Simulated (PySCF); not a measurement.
## Sulfur: a sound run and one with changed settings

Sound run: S+ [Ne] 3s2 3p3, S(2+) [Ne] 3s2 3p2. Calculation: PySCF 2.14, in def2-TZVP; no relativity, point nucleus. The sound run starts from symmetry-adapted Hartree-Fock orbitals and uses a fine grid where one is needed.

Changed run: radial step 0.3 in ln r (0.13 in the sound run). This setting is unsound on purpose.

```csv
species,method,sound run (hartree),changed run (hartree),converged
S+,UHF,-397.16268,-397.16268,yes
S+,TPSS,-397.75122,-397.75080,yes
S+,MN15,-397.61910,-397.60914,yes
S(2+),UHF,-396.32774,-396.32774,yes
S(2+),TPSS,-396.89223,-396.89158,yes
S(2+),MN15,-396.76027,-396.75128,yes
```

Ionisation energy of S+:

```
method  sound run (eV)  changed run (eV)
   UHF          22.720            22.720
  TPSS          23.374            23.380
  MN15          23.370            23.344
```

A coarse radial grid mis-integrates the density and the exchange-correlation energy, with errors of either sign; Hartree-Fock needs no grid.

For comparison, NIST gives 23.338 eV between the lowest levels.
